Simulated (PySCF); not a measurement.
**Energy of Co²⁺ (cobalt, charge +2) between two integer charges**

The 3d beta orbital of [Ar] 3d7 is emptied in steps (occupation f), with all orbitals relaxed, ending at [Ar] 3d6. Computed with PySCF 2.14 in x2c-TZVPall, with scalar relativity by spin-free X2C-1e. The exact energy is a straight line in f; departures are measured from the line between the end points of the same method.

**Question.** Among PBE0, r2SCAN, LC-wPBE, which shows the largest delocalisation error (convex curve), and which is closest to linear?

**Answer.** Most convex: r2SCAN (-1.865 eV at f = 0.4); closest to linear: LC-wPBE (-0.747 eV).

| f | PBE0 (eV) | r2SCAN (eV) | LC-wPBE (eV) |
| --- | --- | --- | --- |
| 1 | 0.000 | 0.000 | 0.000 |
| 0.8 | -0.881 | -1.235 | -0.484 |
| 0.6 | -1.331 | -1.860 | -0.737 |
| 0.4 | -1.339 | -1.865 | -0.747 |
| 0.2 | -0.897 | -1.244 | -0.504 |
| 0 | 0.000 | 0.000 | 0.000 |

```csv
method,E(f=0) − E(f=1) (eV),−ε at f=1 (eV),−ε at f=0.4 (eV)
PBE0,33.678,28.212,34.757
r2SCAN,33.727,26.048,35.264
LC-wPBE,34.004,31.030,34.576
```

Reference removal energy between the ground levels: 33.5 ± 0.06 eV (semi-empirical (NIST evaluation); NIST Atomic Spectra Database, ionization energies). The calculation has no spin-orbit coupling. The determinant left behind need not be the lowest term of the ion.
